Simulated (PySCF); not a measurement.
Structure from NMR data

An unknown has the formula C7H12P2. Its calculated NMR data are:

$^{1}$H NMR (300 MHz, computed): δ 3.71 (m, 2H), 2.15 (t, 1H), 1.50 (m, 9H).

$^{13}$C{$^{1}$H} NMR (computed): δ 83.1, 79.0, 46.2, 32.1, 26.4.

[PySCF 2.14: σ from GIAO-PBE0/pcSseg-1; structure optimised with PBE0-D3(BJ)/def2-SVP; non-relativistic Hamiltonian; no solvent model; a single conformation; one averaged value for each set of equivalent atoms]

Shifts are taken against calculated references (same method and geometry level): TMS for $^{1}$H (σ = 31.27 ppm), $^{13}$C (σ = 184.41 ppm).

Task: What is the structure?

Result: 
5 carbon signals for 7 carbons: some carbons are equivalent by symmetry or fast rotation. Carbon types of the structure: 2 × C, 1 × CH, 1 × CH2, 3 × CH3, which accounts for all hydrogens. δC 83.1: alkyne carbon; the triple bond shields along its axis, which puts it between sp3 and sp2 carbons. δC 79.0: terminal alkyne carbon; the triple bond shields along its axis, which puts it between sp3 and sp2 carbons. δC 46.2: fully substituted sp3 carbon bonded to P. δC 32.1: methyl carbon; a saturated carbon with 1 carbon neighbour and no heteroatom attached. δH 3.71: hydrogen on a propargylic sp3 CH2 bonded to P. δH 2.15: hydrogen on a terminal alkyne carbon; it lies on the axis of the triple bond, in its shielding cone. δH 1.50: hydrogen on a methyl carbon.

The compound is SMILES C#CC/P=P/C(C)(C)C.

The shifts were computed for this structure.

Splittings by $^{31}$P in the carbon and heteronuclear signals aren't shown, as no couplings were computed. Shifts are as computed. Against solution values, carbons near 30 ppm lie about +2 ppm off and those near 130 ppm about +5 ppm. Of 1313 compounds with measured shifts, 239 miss one by over three times the rms of a fit or turn the order of signals round; such compounds aren't used in these exercises. No couplings were computed; multiplicities are counted from neighbouring protons, with m where these are inequivalent, close in shift, in a saturated or five-membered ring or joined by F or P, and br s for small geminal =CH2 splittings.
